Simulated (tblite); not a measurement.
Start geometry of `F[SiH2][C@H]([SiH3])CS` from a force field or distance geometry (Å):
```
atom  x, y, z in Å
F1    -2.0819    0.5605    1.2101
Si2   -1.2838    1.2570   -0.1306
C3    -0.0203    0.0669   -0.7885
Si4   -0.7421   -1.6498   -0.7255
C5     1.2570   -0.0013   -0.0069
S6     2.1575    1.5421    0.0955
H7    -2.3386    1.5336   -1.1158
H8    -0.6806    2.5050    0.3834
H9     0.1415    0.3428   -1.8535
H10    0.2528   -2.5588   -0.1036
H11   -1.0564   -2.1952   -2.0328
H12   -1.8806   -1.5979    0.1993
H13    1.0270   -0.3157    1.0469
H14    1.8922   -0.7624   -0.5225
H15    3.3518    1.2811    0.8167
```

Task: What comes out of this run: GFN2-xTB geometry optimisation, gas phase in tblite?

Result: 
```
atom  x, y, z in Å
F1    -1.756    0.942    1.214
Si2   -1.231    1.343   -0.258
C3     0.022   -0.007   -0.738
Si4   -0.764   -1.752   -0.796
C5     1.223   -0.022    0.189
S6     2.204    1.531    0.025
H7    -2.404    1.291   -1.115
H8    -0.667    2.671   -0.100
H9     0.382    0.218   -1.747
H10    0.273   -2.706   -1.205
H11   -1.848   -1.742   -1.777
H12   -1.258   -2.122    0.529
H13    0.914   -0.100    1.230
H14    1.904   -0.843   -0.046
H15    3.002    1.307    1.068
```

The energy falls by 14.3 kcal/mol over 134 L-BFGS steps, the largest force on an atom goes from 2.24 to 0.008 eV/Å, and the atoms move by 0.528 Å rms after alignment. The bond that changes most is F1–Si2 (silicon-bound fluorine to fluorine-bound silicon), which shortens by 0.094 Å. Bonds longer at the end by more than 0.005 Å: 5 of 14; shorter: 9. Among the angles that change most is C5–S6–H15, from 107.1° to 96.2°. Among the dihedrals that turn most is H9–C3–Si4–H11, from -6° to -59°. Rotational constants go from 2162, 1220, 884.5 to 1985, 1257, 882.3 MHz. The orientation of the end geometry is arbitrary; only internal coordinates are fixed.

Its GFN2-xTB frequencies are all real (lowest 33 cm⁻¹). One conformer, not necessarily the lowest.

These are computed values.
